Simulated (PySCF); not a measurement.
C6H8, charge +1, doublet (typed; the unrestricted solution is spin-contaminated), geometry from GFN2-xTB (a state made from the parent by changing its charge; the spin is typed, not shown lowest); HF/def2-SV(P) in PySCF.

Input for PySCF:
```python
from pyscf import gto, scf

mol = gto.M(
    atom='''
C     0.33777859   -1.27119403    0.50830410
C     1.38619386   -0.46392341    0.15904041
C     1.15760842    0.83601018   -0.35083035
C    -0.11673432    1.30352659   -0.52496973
C    -1.31124526    0.51800755   -0.20693935
C    -1.06417492   -0.86546475    0.38603412
H     0.52791845   -2.25931872    0.90506448
H     2.40255978   -0.81093719    0.27238558
H     2.00489873    1.45562446   -0.60468586
H    -0.27631911    2.29612063   -0.92403381
H    -1.91711012    0.44762770   -1.12389881
H    -1.95544290    1.11993296    0.45097914
H    -1.59954793   -1.63992818   -0.18295065
H    -1.52351506   -0.95089445    1.38330471
''',
    basis='def2-sv(p)',
    charge=1,
    spin=1,
    verbose=5,
)

mf = scf.UHF(mol)
mf.kernel()
```

### Question
What does PySCF print? Leave out banner, timings and long lists.

### Answer

```
PySCF version 2.14.0

[INPUT] verbose = 5
[INPUT] max_memory = 4000
[INPUT] num. atoms = 14
[INPUT] num. electrons = 43
[INPUT] charge = 1
[INPUT] spin (= nelec alpha-beta = 2S) = 1
[INPUT] symmetry False subgroup None
[INPUT] Mole.unit = angstrom
[INPUT] Symbol           X                Y                Z      unit          X                Y                Z       unit  Magmom
[...]
[INPUT] ---------------- BASIS SET ----------------
[INPUT] l, kappa, [nprim/nctr], expnt,             c_1 c_2 ...
[INPUT] C
[...]
                                186.29004992      0.040638409211
                                42.251176346      0.18025593888
                                11.676557932      0.46315121755
                                3.5930506482      0.44087173314
[...]
                                2.0103545142      0.21117025112
                                0.54771004707     0.51328172114
[...]
[INPUT] H
[...]
                                1.9622572         0.13796524
                                0.44453796        0.47831935
[...]
nuclear repulsion = 219.492250489283
number of shells = 52
number of NR pGTOs = 176
number of NR cGTOs = 100
basis = def2-sv(p)
ecp = {}

******** <class 'pyscf.scf.uhf.UHF'> ********
method = UHF
initial guess = minao
damping factor = 0
level_shift factor = 0
DIIS = <class 'pyscf.scf.diis.CDIIS'>
diis_start_cycle = 1
diis_space = 8
diis_damp = 0
SCF conv_tol = 1e-09
SCF conv_tol_grad = None
SCF max_cycles = 50
direct_scf = True
direct_scf_tol = 1e-13
number electrons alpha = 22  beta = 21
Set gradient conv threshold to 3.16228e-05
E1 = -743.7733862500232  E2 = 291.09553809155847  Ecoul = 325.83379285561534  Exc = -34.738254764056876
init E= -233.185597669181
cond(S) = 15404.711850700462

  alpha mo_energy =
[-1.13164381e+01 -1.13126694e+01 -1.13123048e+01 -1.13098143e+01
 -1.13067629e+01 -1.13066275e+01 -1.65478840e+00 -1.33511103e+00
 -1.32185921e+00 -9.64960921e-01 -8.98816940e-01 -6.74871865e-01
 -6.32528400e-01 -5.82251830e-01 -4.93672972e-01 -4.75837269e-01
 -4.58123704e-01 -4.11224449e-01 -3.48921114e-01 -3.40700037e-01
 -3.31604274e-01 -1.72398280e-01 -6.38733722e-03  1.14905196e-01
  1.58848231e-01  1.64437318e-01  1.76523209e-01  1.78173156e-01
  2.02538958e-01  2.08887285e-01  2.41600728e-01  2.80199521e-01
  3.21629973e-01  3.32117283e-01  3.79472293e-01  4.18907007e-01
  5.11559288e-01  5.48343867e-01  5.69053020e-01  5.70956832e-01
  5.76588488e-01  5.88526515e-01  6.51852867e-01  6.64333869e-01
  6.90550050e-01  7.09001714e-01  7.24789847e-01  7.66003180e-01
  7.78315124e-01  7.85090566e-01  8.09450259e-01  8.17590925e-01
  8.38569040e-01  8.41799376e-01  8.68123611e-01  8.76605509e-01
  8.79494562e-01  8.91069967e-01  9.09407419e-01  9.24438201e-01
  9.29391128e-01  9.67068435e-01  9.72751953e-01  1.00103161e+00
  1.05112586e+00  1.08962628e+00  1.22882372e+00  1.35283103e+00
  1.36864841e+00  1.44520078e+00  1.62663826e+00  1.65244792e+00
  1.69763856e+00  1.71250726e+00  1.86657997e+00  1.92881884e+00
  1.99369414e+00  2.00464503e+00  2.05885050e+00  2.08718047e+00
  2.16245787e+00  2.17411532e+00  2.19588412e+00  2.29900091e+00
  2.32428350e+00  2.39213951e+00  2.42152725e+00  2.45217009e+00
  2.55135057e+00  2.56705024e+00  2.63363828e+00  2.64306266e+00
  2.72999172e+00  2.81713632e+00  2.85188041e+00  2.90263124e+00
  2.90353788e+00  2.95303967e+00  3.22189690e+00  3.49843393e+00]
  beta  mo_energy =
[-1.13164381e+01 -1.13126694e+01 -1.13123048e+01 -1.13098143e+01
 -1.13067629e+01 -1.13066275e+01 -1.65478840e+00 -1.33511103e+00
 -1.32185921e+00 -9.64960921e-01 -8.98816940e-01 -6.74871865e-01
 -6.32528400e-01 -5.82251830e-01 -4.93672972e-01 -4.75837269e-01
 -4.58123704e-01 -4.11224449e-01 -3.48921114e-01 -3.40700037e-01
 -3.31604274e-01 -1.72398280e-01 -6.38733722e-03  1.14905196e-01
  1.58848231e-01  1.64437318e-01  1.76523209e-01  1.78173156e-01
  2.02538958e-01  2.08887285e-01  2.41600728e-01  2.80199521e-01
  3.21629973e-01  3.32117283e-01  3.79472293e-01  4.18907007e-01
  5.11559288e-01  5.48343867e-01  5.69053020e-01  5.70956832e-01
  5.76588488e-01  5.88526515e-01  6.51852867e-01  6.64333869e-01
  6.90550050e-01  7.09001714e-01  7.24789847e-01  7.66003180e-01
  7.78315124e-01  7.85090566e-01  8.09450259e-01  8.17590925e-01
  8.38569040e-01  8.41799376e-01  8.68123611e-01  8.76605509e-01
  8.79494562e-01  8.91069967e-01  9.09407419e-01  9.24438201e-01
  9.29391128e-01  9.67068435e-01  9.72751953e-01  1.00103161e+00
  1.05112586e+00  1.08962628e+00  1.22882372e+00  1.35283103e+00
  1.36864841e+00  1.44520078e+00  1.62663826e+00  1.65244792e+00
  1.69763856e+00  1.71250726e+00  1.86657997e+00  1.92881884e+00
  1.99369414e+00  2.00464503e+00  2.05885050e+00  2.08718047e+00
  2.16245787e+00  2.17411532e+00  2.19588412e+00  2.29900091e+00
  2.32428350e+00  2.39213951e+00  2.42152725e+00  2.45217009e+00
  2.55135057e+00  2.56705024e+00  2.63363828e+00  2.64306266e+00
  2.72999172e+00  2.81713632e+00  2.85188041e+00  2.90263124e+00
  2.90353788e+00  2.95303967e+00  3.22189690e+00  3.49843393e+00]
multiplicity <S^2> = 0.75  2S+1 = 2
E1 = -732.9864829399037  E2 = 282.2273235384963  Ecoul = 315.5332966031308  Exc = -33.305973064634486
cycle= 1 E= -231.266908912124  delta_E= 1.92  |g|= 0.377  |ddm|= 2.71
  alpha mo_energy =
[-11.62755729 -11.62752553 -11.5692012  -11.56829393 -11.53984333
 -11.53934507  -1.4499636   -1.32806192  -1.3033174   -1.14004019
  -1.10097818  -0.97194753  -0.91748715  -0.90389626  -0.88961802
  -0.86074111  -0.8239211   -0.77620103  -0.75915356  -0.74335788
  -0.73348263  -0.58952259  -0.19704063  -0.0252232   -0.02276131
   0.02030455   0.02252148   0.02821335   0.06027877   0.06293424
   0.10578287   0.12059377   0.14487409   0.14739625   0.18982347
   0.2208849    0.29048222   0.35907211   0.35909711   0.36614788
   0.37108306   0.37825828   0.45823408   0.46121853   0.47805279
   0.49636286   0.50840749   0.55115081   0.59003647   0.61055644
[...]
  1.51906544e+00  1.53235104e+00  1.72515868e+00  1.77482150e+00
  1.81745101e+00  1.83606355e+00  1.90372556e+00  1.92386054e+00
  2.01108937e+00  2.02025125e+00  2.03795539e+00  2.15503975e+00
  2.15511854e+00  2.24001037e+00  2.27458725e+00  2.28398033e+00
  2.37781455e+00  2.42872857e+00  2.48476690e+00  2.50405127e+00
  2.56518154e+00  2.68507872e+00  2.68567286e+00  2.75124510e+00
  2.77209199e+00  2.80579681e+00  3.07903904e+00  3.35579531e+00]
  beta  mo_energy =
[-1.14768559e+01 -1.14768423e+01 -1.14731482e+01 -1.14721006e+01
 -1.14251567e+01 -1.14246325e+01 -1.34943952e+00 -1.22651685e+00
 -1.21459328e+00 -1.06003674e+00 -1.02424460e+00 -9.19791283e-01
 -8.61997597e-01 -8.32133996e-01 -8.10930787e-01 -8.06026394e-01
 -7.72341798e-01 -7.00821547e-01 -6.90166898e-01 -6.87939859e-01
 -6.15827470e-01 -2.05084300e-01 -6.24639036e-02  6.25157489e-03
  4.04219633e-02  5.03043784e-02  6.16473309e-02  8.19518336e-02
  8.56768951e-02  9.01147778e-02  1.25856834e-01  1.49758314e-01
  1.99212856e-01  2.05800776e-01  2.47519100e-01  2.71264952e-01
  3.40592594e-01  3.98287290e-01  4.10422745e-01  4.16350939e-01
  4.30680547e-01  4.43924940e-01  5.04463813e-01  5.10705517e-01
  5.33524549e-01  5.54124480e-01  5.84684313e-01  6.35243688e-01
  6.40020424e-01  6.84358131e-01  6.88781151e-01  7.05963393e-01
  7.20008573e-01  7.24323677e-01  7.55903298e-01  7.56504557e-01
  7.59473161e-01  7.65341809e-01  7.76708792e-01  7.87125822e-01
  7.91075548e-01  8.32919327e-01  8.44273368e-01  8.47819791e-01
  9.15679162e-01  9.52252656e-01  1.06104739e+00  1.19019250e+00
  1.22562835e+00  1.28833720e+00  1.47400815e+00  1.48745194e+00
  1.53768212e+00  1.55333962e+00  1.72640457e+00  1.77963451e+00
  1.84450261e+00  1.85049852e+00  1.90564967e+00  1.93961592e+00
  2.01968196e+00  2.02700138e+00  2.04961085e+00  2.15603890e+00
  2.17499132e+00  2.25195110e+00  2.28198356e+00  2.29415920e+00
  2.39909260e+00  2.43244689e+00  2.49499445e+00  2.50782648e+00
  2.57359084e+00  2.68636758e+00  2.69939798e+00  2.75786556e+00
  2.77215970e+00  2.81012863e+00  3.08126213e+00  3.35853122e+00]
multiplicity <S^2> = 0.85006146  2S+1 = 2.0976763
E1 = -736.3041475502336  E2 = 285.42451300482986  Ecoul = 319.11160830694814  Exc = -33.68709530211828
cycle= 14 E= -231.38738405612  delta_E= -1.49e-10  |g|= 2.61e-06  |ddm|= 2.82e-05
  alpha mo_energy =
[-1.14884996e+01 -1.14884716e+01 -1.14726850e+01 -1.14717647e+01
 -1.14237890e+01 -1.14232719e+01 -1.37041265e+00 -1.25700954e+00
 -1.22494004e+00 -1.07067398e+00 -1.04125365e+00 -9.24537268e-01
 -8.72835757e-01 -8.37738018e-01 -8.33641303e-01 -8.14954402e-01
 -7.73076627e-01 -7.25830647e-01 -7.08438967e-01 -6.90053341e-01
 -6.70037924e-01 -5.49668216e-01 -1.38600490e-01  4.61290203e-03
  3.47884963e-02  4.01297976e-02  4.74426626e-02  5.65181109e-02
  8.42085719e-02  8.45354166e-02  1.22388364e-01  1.47129527e-01
  1.96957447e-01  1.98377077e-01  2.42656630e-01  2.67211917e-01
  3.33418464e-01  3.95053803e-01  3.96633250e-01  4.10223564e-01
  4.10514613e-01  4.26625013e-01  4.95454141e-01  5.02852693e-01
  5.20182630e-01  5.37421231e-01  5.52265796e-01  5.97544459e-01
  6.36968366e-01  6.63133654e-01  6.80143738e-01  7.03656415e-01
  7.12648448e-01  7.16839764e-01  7.50675408e-01  7.54505109e-01
  7.57943941e-01  7.59271581e-01  7.69938621e-01  7.82970800e-01
  7.90935886e-01  8.27066669e-01  8.38949849e-01  8.39037124e-01
  9.08433042e-01  9.48292632e-01  1.05310057e+00  1.19012620e+00
  1.21920398e+00  1.26594496e+00  1.46490110e+00  1.47562754e+00
  1.51906574e+00  1.53235133e+00  1.72515918e+00  1.77482192e+00
  1.81745139e+00  1.83606385e+00  1.90372578e+00  1.92386092e+00
  2.01108978e+00  2.02025163e+00  2.03795574e+00  2.15504013e+00
  2.15511892e+00  2.24001082e+00  2.27458764e+00  2.28398061e+00
  2.37781490e+00  2.42872907e+00  2.48476730e+00  2.50405179e+00
  2.56518178e+00  2.68507917e+00  2.68567314e+00  2.75124548e+00
  2.77209244e+00  2.80579721e+00  3.07903940e+00  3.35579563e+00]
  beta  mo_energy =
[-1.14768552e+01 -1.14768416e+01 -1.14731476e+01 -1.14721001e+01
 -1.14251560e+01 -1.14246318e+01 -1.34943916e+00 -1.22651665e+00
 -1.21459292e+00 -1.06003651e+00 -1.02424443e+00 -9.19791129e-01
 -8.61997530e-01 -8.32133686e-01 -8.10930458e-01 -8.06026178e-01
 -7.72341650e-01 -7.00821290e-01 -6.90166597e-01 -6.87939645e-01
 -6.15827182e-01 -2.05084053e-01 -6.24635450e-02  6.25164109e-03
  4.04219230e-02  5.03044120e-02  6.16475444e-02  8.19520775e-02
  8.56768863e-02  9.01147551e-02  1.25856795e-01  1.49758465e-01
  1.99213104e-01  2.05801077e-01  2.47519225e-01  2.71265067e-01
  3.40592713e-01  3.98287383e-01  4.10422811e-01  4.16351076e-01
  4.30680834e-01  4.43925168e-01  5.04463939e-01  5.10705642e-01
  5.33524776e-01  5.54124635e-01  5.84684555e-01  6.35243991e-01
  6.40020674e-01  6.84358463e-01  6.88781433e-01  7.05963525e-01
  7.20008686e-01  7.24323995e-01  7.55903544e-01  7.56504709e-01
  7.59473352e-01  7.65342083e-01  7.76708911e-01  7.87126024e-01
  7.91075711e-01  8.32919616e-01  8.44273710e-01  8.47820036e-01
  9.15679441e-01  9.52252920e-01  1.06104758e+00  1.19019253e+00
  1.22562856e+00  1.28833754e+00  1.47400811e+00  1.48745220e+00
  1.53768240e+00  1.55333997e+00  1.72640484e+00  1.77963487e+00
  1.84450299e+00  1.85049881e+00  1.90564992e+00  1.93961626e+00
  2.01968231e+00  2.02700173e+00  2.04961117e+00  2.15603917e+00
  2.17499169e+00  2.25195145e+00  2.28198383e+00  2.29415952e+00
  2.39909297e+00  2.43244727e+00  2.49499482e+00  2.50782683e+00
  2.57359114e+00  2.68636789e+00  2.69939827e+00  2.75786597e+00
  2.77216004e+00  2.81012904e+00  3.08126248e+00  3.35853155e+00]
multiplicity <S^2> = 0.85006116  2S+1 = 2.097676
E1 = -736.304140299504  E2 = 285.4245057540932  Ecoul = 319.1116005265345  Exc = -33.6870947724413
Extra cycle  E= -231.387384056127  delta_E= -7.05e-12  |g|= 1.57e-06  |ddm|= 4.67e-06
converged SCF energy = -231.387384056127  <S^2> = 0.85006116  2S+1 = 2.097676
```
